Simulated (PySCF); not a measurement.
Si(H)(Br)2(NH2), SMILES N[SiH](Br)Br (H₃Br₂NSi) (PBE0/def2-SVP optimised geometry):

```
7

Si    -0.154    -0.953     0.000
N     -0.909     0.577     0.000
Br    -0.760    -2.045     1.843
Br    -0.759    -2.044    -1.844
H      1.327    -0.953     0.000
H     -1.324     0.953     0.845
H     -1.327     0.951    -0.844
```

Method: PBE0/def2-TZVP (PySCF).

Problem. What are the frontier orbital energies and the dipole moment?

Solution. HOMO-2 -8.58 eV, HOMO-1 -8.48 eV, HOMO -8.10 eV, LUMO -0.13 eV, LUMO+1 0.29 eV; dipole moment 2.12 D.

On the same geometry PBE/def2-TZVP (PySCF) gives HOMO-2 -7.28 eV, HOMO-1 -7.21 eV, HOMO -6.68 eV, LUMO -1.04 eV, LUMO+1 -0.62 eV; dipole moment 2.10 D.

Meta-Löwdin charges at PBE0/def2-TZVP: Si1 0.86, N2 -0.74, Br3 -0.27, Br4 -0.27, H5 -0.10, H6 0.26, H7 0.26.
